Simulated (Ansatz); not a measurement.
HF₅OW (SMILES [OH][W]([F])([F])([F])([F])[F]), singlet, at a GFN2-xTB geometry (such geometries of metal compounds can be far from the true shape) (core potentials on W); SVWN5/def2-TZVP (Ansatz, a quantum-chemistry and plane-wave program).

Here is a job for Ansatz.
Ansatz 0.2 input:
```yaml
crystal:
  periodic: [false, false, false]
  atoms:
    - {symbol: W, position_ang: [0.00634034, -0.01303555, 0.00301076]}
    - {symbol: F, position_ang: [-0.78081071, 1.60532460, -0.37077427]}
    - {symbol: F, position_ang: [1.41436142, 0.93232006, 0.77031304]}
    - {symbol: F, position_ang: [0.84277491, 0.09380034, -1.65648816]}
    - {symbol: F, position_ang: [-0.89290696, 0.00926971, 1.63268256]}
    - {symbol: F, position_ang: [-1.46449346, -0.82925000, -0.79411864]}
    - {symbol: O, position_ang: [0.78305903, -1.60994707, 0.37184191]}
    - {symbol: H, position_ang: [1.19601609, -2.45897504, 0.56793790]}
basis:
  gaussian:
    orbitals: def2-TZVP
hamiltonian:
  xc: {name: SVWN5}
scf: {lower_state_search: off}
```

Output, abridged:

```
Functional definition: SVWN5
these checks for a lower state are left out or cut short: stability, starts, cluster_reference, orbital_swaps, neighbouring_geometries, increment
1299 factors; their error is unknown
mean field evaluation 1: about -17370.0401 eV, gradient 1.0e2 eV
mean field evaluation 2: about -17145.6692 eV, gradient 3.4e2 eV
mean field evaluation 4: about -17382.2962 eV, gradient 5.2e1 eV
mean field evaluation 8: about -17386.6476 eV, gradient 7.6e-1 eV
mean field evaluation 16: about -17386.6415 eV, gradient 6.9e-4 eV
mean field -17386.64152684 eV, -638.9472910225 hartree, gradient 2.4e-6 eV, S^2 0.000000; 0 other end points of the search recorded, 0 dependent functions left out
reference -17386.64156660 eV, -638.9472924837 hartree; 34, 34 occupied and 198, 198 virtual orbitals, 1299 factors
Total energy: -17386.64156660 eV, -638.9472924837 hartree
Checks for a lower state left out: stability, starts, cluster_reference, orbital_swaps, neighbouring_geometries, increment
```
